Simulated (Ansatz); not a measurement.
Basis-set extrapolation for C₆H₁₀O₄ (`COC(=O)C(C)C(=O)OC`) (PBE0-D4/def2-TZVP geometry, frozen core, Ansatz 0.2.0). Multiplicity 1, RHF reference.

```csv
,def2-TZVPP,def2-QZVPP
HF,-532.726392,-532.750306
MP2 correlation,-1.918129,-2.056172
CCSD(T) correlation,-2.045253,not run
```

Energies in hartree. Use E(X) = E(∞) + A·exp(−7.88·√X) for Hartree–Fock and E(X) = E(∞) + B·X^(−2.97) for correlation, with X = 3 and 4, and add CCSD(T) minus MP2 of the smaller set to the MP2 limit.

Question: What is the CCSD(T) energy at the basis-set limit?

Answer: HF limit: -532.750306 + (-0.023914) × 0.13774 = -532.75360. MP2 limit: -2.056172 + (-0.138043) × 0.74074 = -2.15843. Higher-order term: -2.045253 − (-1.918129) = -0.12712. Total: -535.03915 hartree, 702.3 kJ/mol below CCSD(T)/def2-TZVPP.
